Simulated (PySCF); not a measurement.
**Static response to an electric field**

Species: C2H5PSi.
Structure used (GFN2-xTB), in Å, numbered top down from 1:
```
atom  x, y, z in Å
Si1   -1.5069   -0.2434   -0.1736
C2     0.3437   -0.0048   -0.2469
C3     1.5284   -0.5100   -0.4823
P4     1.7156    1.2382    0.0210
H5    -1.7903   -1.6293   -0.5498
H6    -1.9452    0.0381    1.1925
H7    -2.1055    0.6943   -1.1244
H8     2.0738   -1.3874   -0.7499
H9     1.6998    1.8103   -1.2805
```

Level: wB97X-D/def2-SVPD (PySCF), static field, nuclei fixed, core orbitals frozen in the response. The polarisability tensor in these axes (au):

```
x   88.86 10.07 -0.73
y   10.07 74.89  1.95
z   -0.73  1.95 59.88
```

Question: What are the eigenvalues, a third of the trace, and Δα (Δα² = ½Σ(αi − αj)² over the three pairs)?

Answer: Principal values 59.46, 70.05 and 94.14 au; mean 74.55 au = 11.05 Å³ = 12.29 × 10⁻⁴⁰ C²·m²/J; Δα = 30.78 au (41 % of the mean).

Question: What is the dipole moment, and where does it point?

Answer: (-0.61, -1.10, -0.74) D, 1.46 D in size, pointing from the negative to the positive side. Measured along this direction, the outermost atoms are P4 at the negative end and H5 at the positive end.

Question: What molar refraction does this α imply?

Answer: Lorentz–Lorenz: R = (4π/3)N_A α = 2.5225 cm³/(mol·Å³) × 11.05 Å³ = 27.9 cm³/mol, in the limit of long wavelengths.

Question: Rayleigh depolarisation ratio (linearly polarised light, static tensor)?

Answer: ρ = 3Δα²/(45ᾱ² + 4Δα²) = 2842.0/(250085 + 3789.4) = 0.0112.

Question: Find the Langevin capture rate constant for NO+ (29.998 u) meeting this molecule (87.990 u), k = 2.342 × 10⁻⁹ cm³/s × √(α in Å³ / reduced mass in u).

Answer: The reduced mass is 22.37 u, so k = 1.65 × 10⁻⁹ cm³/s. The formula leaves out the permanent dipole, which adds to the capture rate.

Question: In TDDFT the mean static polarisability is Σ f/ω² over all singlet excitations (ω in hartree). How much of it do the 8 lowest give? Their energies (eV) and oscillator strengths: 4.99, 0.0213; 5.18, 0.0007; 5.50, 0.0114; 6.42, 0.0121; 6.66, 0.0193; 6.90, 0.0583; 6.97, 0.1405; 7.19, 0.2030.

Answer: They add up to 7.42 au, 10.0 % of the 74.55 au; the largest single term is 2.90 au, from the state at 7.19 eV. Terms in order: 0.63, 0.02, 0.28, 0.22, 0.32, 0.91, 2.14, 2.90 au. Higher excitations give the rest. The strengths listed sum to 0.467.

Isolated species at its GFN2-xTB geometry, gas phase.

These values come from a run that also computed excited states. Hardware: an Arm Neoverse V2 with one thread, no GPU, on a shared host. Cost: 9.4 s wall, 0.53 GiB resident at most.
